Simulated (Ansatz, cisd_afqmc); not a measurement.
System: SiBr, charge 1, singlet. SiBr+ (parent SMILES Br[Si], singlet).
B3LYP-D3(BJ)/def2-TZVP minimum from Ansatz (an electronic-structure program):
```
Si
Br 1 2.1224
```
Charge +1, spin multiplicity 1.

Total energies in def2-SVP, 10 correlated electrons, 19 frozen orbitals. Radicals and triplets start from unrestricted determinants; spin-orbit coupling is neglected. Correlated methods leave the cores frozen (noble-gas shells, and filled d and f shells in the p block). No relativity. The Monte Carlo rows (phaseless AFQMC, CISD trial, step 0.005/hartree) carry one-sigma bars that omit the constraint's bias. Outlying blocks are dropped, and bars are widened where a walk drifts. Over all cases where full CI ran beside it in this data, AFQMC minus full CI had a median of +0.1 mEh and passed +0.4 mEh in a tenth of the cases. Spin-orbit terms, left out, reach several kcal/mol for Br and I, and more for heavier atoms. The spin of BrSi+ (parent SMILES [Si]Br, singlet) was assumed, and the state is the lowest solution found for it.

| method | program | energy (Eh) | minus CCSDTQ (mEh) |
|---|---|---|---|
| HF | Ansatz | -2860.66667 | 213.38 |
| MP2 | Ansatz | -2860.84683 | 33.21 |
| CCSD | Ansatz | -2860.87059 | 9.46 |
| CCSD(T) | Ansatz | -2860.87860 | 1.45 |
| CCSDT(Q) | Ansatz | -2860.88013 | -0.08 |
| CCSDTQ | Ansatz | -2860.88005 | 0.00 |
| AFQMC/CISD | cisd_afqmc | -2860.8800 ± 0.0004 | 0.0 ± 0.4 |

Rough core times of Ansatz's runs on a shared machine: CCSD(T) under 20 s, CCSDT(Q) under 20 s, CCSDTQ 3 min.
